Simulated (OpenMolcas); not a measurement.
An OpenMolcas run meant for P IV (ANO-RCC-VQZP, DKH3; inactive shells 1s 2s 2p; intended active space 2 electrons in 4 orbitals (3s 3p)). One step of its input:

```
&CASPT2
Multistate=3 1 2 3
Frozen=1 0
IPEA=0.25
Shift=1.5
MaxIter=60
WThr=0.0 0.3 0.05
PrWF=0.5
NoMix
```

The run finished. Its levels beside those of a sound run (MS-CASPT2, IPEA 0.25 Eh, imaginary shift 0.1 Eh (closed shells correlated: 2s 2p)), in cm-1 above each run's lowest level:

```
      Level  This run  Usual run
    3s2 1S0       0.0        0.0
3s 3p 3P* 0     67664      67539
3s 3p 3P* 1     67862      67736
3s 3p 3P* 2     68262      68137
3s 3p 1P* 1    109767     107586
    3p2 3P0    165586     165449
    3p2 3P1    165790     165653
    3p2 3P2    166167     165926
    3p2 1D2    172334     166688
    3p2 1S0    198633     195859
```

Problem. Which setting is unsound, and how much does it matter here?

Solution. The level shift is far above the usual 0.1 to 0.3 hartree and damps the second-order energy. Against the sound run the excited levels shown move by 1300 cm-1 on average and by 5600 cm-1 at most.

Over all roots computed the reference weight is 0.92 to 0.99 in the sound run; the roots of lowest weight are the least certain, and an intruder state may touch them. The ¹D term of p² mixes with s d, which this space lacks. Some levels mix across a computed gap that differs much from the measured one, so their mixing is not that of the real levels (holds for the sound run). Levels of configurations outside the active space are missing.

* marks odd parity.
